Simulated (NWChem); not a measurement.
Program: NWChem. System: BrCl3Si, charge 0, spin multiplicity 1, at a geometry optimised with PBE0/def2-SVP. The structure started from a generated list of species. Level: MP2/def2-TZVP, 29 core orbitals frozen.

The NWChem input:

```
start mol
memory heap 200 mb stack 800 mb global 1000 mb
geometry units angstroms nocenter noautoz
  Cl     1.233029    -0.788283     1.661854
  Si     0.412358     0.060706     0.000000
  Cl     1.233029    -0.788283    -1.661854
  Cl     0.813743     2.059436     0.000000
  Br    -1.757989    -0.258819     0.000000
  symmetry group Cs
end
basis spherical
  * library def2-tzvp
end
scf
  rhf
  nopen 0
  maxiter 100
  thresh 1e-7
  semidirect memsize 60000000 filesize 0
end
mp2
  freeze core 29
end
task mp2 energy
```

Output (cleaned and shortened):

```
             Northwest Computational Chemistry Package (NWChem) 7.3.0
             --------------------------------------------------------

                                NWChem Input Module
                                -------------------

 Scaling coordinates for geometry "geometry" by  1.889725989
 (inverse scale =  0.529177249)

 Turning off AUTOSYM since
 SYMMETRY directive was detected!

                             Geometry "geometry" -> ""
                             -------------------------

 Output coordinates in angstroms (scale by  1.889725989 to convert to a.u.)

  No.       Tag          Charge          X              Y              Z
 ---- ---------------- ---------- -------------- -------------- --------------
    1 Cl                  17.0000     1.23302900    -0.78828300     1.66185400
    2 Si                  14.0000     0.41235800     0.06070600     0.00000000
    3 Cl                  17.0000     1.23302900    -0.78828300    -1.66185400
    4 Cl                  17.0000     0.81374300     2.05943600     0.00000000
    5 Br                  35.0000    -1.75798900    -0.25881900     0.00000000

 Effective nuclear repulsion energy (a.u.)     714.3829051548

            Nuclear Dipole moment (a.u.)
            ----------------------------
        X                 Y               Z
 ---------------- ---------------- ----------------
     0.0000264562     0.0000170075     0.0000000000

      Symmetry information
      --------------------

 Group name             Cs
 Group number              2
 Group order               2
 No. of unique centers     4

      Symmetry unique atoms

     1    2    4    5


 Summary of "ao basis" -> "" (spherical)
 ------------------------------------------------------------------------------
       Tag                 Description            Shells   Functions and Types
 ---------------- ------------------------------  ------  ---------------------
 *                         def2-tzvp                  on all atoms

 Summary of "ao basis" -> "ao basis" (spherical)
 ------------------------------------------------------------------------------
[...]
  Active beta occupied  =     21
  Active alpha virtual  =    146
  Active beta virtual   =    146
  Use MO symmetry       = T
  Use skeleton AO sym   = T

  AO/Fock/Back tols     =   1.0D-09  1.0D-09  1.0D-09

 GA uses MA = F    GA memory limited = T

 Available:
  local mem=  1.15D+08
 global mem=  1.31D+08
 local disk=  0.00D+00
  mp2_memr nvloc                   146
  nvloc new                   146
   1 passes of  21:        5242880                     231607                 180970685.
   1 passes of  21: M    114672827           G      130995168           F     109429947.
  mp2_memr nvloc                   146
  nvloc new                   146
   2 passes of  11:        5242880                     158636                  94825429.
   2 passes of  11: M    114672827           G      130995168           F     109429947.

 Semi-direct pass number   1 of   2  for RHF alpha+beta  at       60.7s
  vrange nnbf                 17354
  mp2_eaftype                   361  avail_ma_in_mb                   999
 EAF : mp2_eaftype filesize         361   47412714.
  mp2_eaf for mointskh                    361
Node 0 wrote    223.0 Mb in      0.1 s     Agg I/O rate:  1876.7 Mb/s
 Done moints_semi at      106.3s
  mp2_eaftype                   361  avail_ma_in_mb                   638
 EAF : mp2_eaftype filesize         361   47412714.
  mp2_eaf for kh                   361
 Done maket at      107.5s
 Semi-direct pass number   2 of   2  for RHF alpha+beta  at      107.5s
  vrange nnbf                 17354
  mp2_eaftype                   361  avail_ma_in_mb                   638
 EAF : mp2_eaftype filesize         361   47412714.
  mp2_eaf for mointskh                    361
Node 0 wrote    202.7 Mb in      0.1 s     Agg I/O rate:  1713.9 Mb/s
 Done moints_semi at      153.5s
  mp2_eaftype                   361  avail_ma_in_mb                   638
 EAF : mp2_eaftype filesize         361   47412714.
  mp2_eaf for kh                   361
 Done maket at      154.6s
 Done multipass loop at      154.6s

          -------------------------------------------
          SCF energy               -4240.108582170769
          Correlation energy          -0.938640297038
          Singlet pairs               -0.549977006544
          Triplet pairs               -0.388663290494
          Total MP2 energy         -4241.047222467808
          -------------------------------------------

          ---------------------------------------------------
                    Spin Component Scaled (SCS) MP2
          Same spin pairs                     -0.259108860330
          Same spin scaling factor             0.333333333333
          Opposite spin pairs                 -0.679531436709
          Opposite spin scaling fact.          1.200000000000
          SCS-MP2 correlation energy          -0.901807344160
          Total SCS-MP2 energy             -4241.010389514930
          ---------------------------------------------------

 -----------------------
 Performance information
 -----------------------

 Timer overhead =  2.09D-07 seconds/call

               Nr. of calls         CPU time (s)                 Wall time (s)                GFlops
             ---------------    -------------------     ------------------------------   -------------------
Name         Min   Avg   Max    Min     Avg     Max     Min     Avg     Max   Mx/calls   Min     Max     Sum
mp2: moin     2     2     2    92.     92.     92.      92.     92.     92.     46.      0.0     0.0     0.0
mp2: make     2     2     2    2.3     2.3     2.3      2.3     2.3     2.3     1.2      0.0     0.0     0.0
mp2: tota     1     1     1    94.     94.     94.      94.     94.     94.     94.      0.0     0.0     0.0

 The average no. of pstat calls per process was 5.00D+00
 with a timing overhead of 1.04D-06s

 Task  times  cpu:      154.6s     wall:      154.6s

 Total times  cpu:      154.6s     wall:      154.6s
```
